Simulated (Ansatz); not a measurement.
Reaction (substitution at a C–C bond): `FC(F)(F)CC(Cl)Cl` + `OBCl` → `FC(F)(F)COBCl` + `ClCCl`

Gas-phase electronic energies from Ansatz, PBE0-D4/def2-TZVP geometries. CBS: MP2 limit from def2 TZ/QZ plus the TZ coupled-cluster correction, frozen cores. This one scheme is used for every species. DFT in def2-TZVPP. B3LYP here is the variant with VWN-RPA as its local correlation; programs differ in this. Each species was taken in one conformer, which may not be the lowest.

CCSD(T)/CBS gives +63.8 kJ/mol.

Problem. Another level gave +59.7 kJ/mol. Which?
A. B3LYP/def2-TZVPP
B. LDA (SPW92)/def2-TZVPP
C. r2SCANh/def2-TZVPP
D. HF/def2-TZVPP

Solution. C. r2SCANh 59.7, B3LYP 48.2, LDA (SPW92) 66.0, HF/def2-TZVPP 40.1 kJ/mol.

Largest T1 diagnostic among the species: 0.012.

In def2-TZVPP, CCSD(T) changes the Hartree–Fock value by +21.6 kJ/mol (the triples alone add +3.1 kJ/mol) and MP2 by +30.2 kJ/mol. The D4 term adds +6.5 kJ/mol with B3LYP and +3.4 kJ/mol with PBE0; it sums over pairs of atoms, weighted by their polarisabilities, and B3LYP, whose exchange is more repulsive, gets the larger term.
